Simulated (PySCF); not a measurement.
F, charge -1, singlet (in this run its highest filled SCF level lies above zero, so its values depend strongly on the basis, on diffuse functions most of all). Base run: PBE/def2-SVP (PySCF).

The PySCF input:
```python
from pyscf import gto, scf, dft

mol = gto.Mole()
mol.atom = '''
    F     0.00000000    0.00000000    0.00000000
'''
mol.basis = 'def2-svp'
mol.charge = -1
mol.verbose = 4
mol.build()

mf = dft.RKS(mol)
mf.xc = 'pbe'
mf.kernel()
mf.analyze()
```

Each row names what was changed in the base input (with any setting that the change needs).

| change | ΔE vs base (mEh) | SCF cycles | outcome |
|---|---|---|---|
| base | 0.000 | 6 | converged |
| level_shift = 0.1 (with mf.max_cycle = 100) | 0.000 | 7 | converged |
| init_guess = sap | 0.000 | 6 | converged |
| diis_space = 4 | 0.000 | 6 | converged |
| damp = 0.5; diis_start_cycle = 5 | 0.000 | 8 | converged |
| init_guess = mod_huckel | 0.000 | 6 | converged |
| diis = off (with mf.max_cycle = 100) | - | 100 | not converged |
| diis_space = 2 | 0.000 | 5 | converged |
| level_shift = 0.5 (with mf.max_cycle = 100) | 0.000 | 10 | converged |
| level_shift = 1.0 (with mf.max_cycle = 100) | 0.000 | 13 | converged |
| solver = newton; init_guess = 1e | 0.000 | - | converged |
| init_guess = vsap | 0.000 | 6 | converged |
| conv_tol_grad = 1e-3 | 0.000 | 6 | converged |
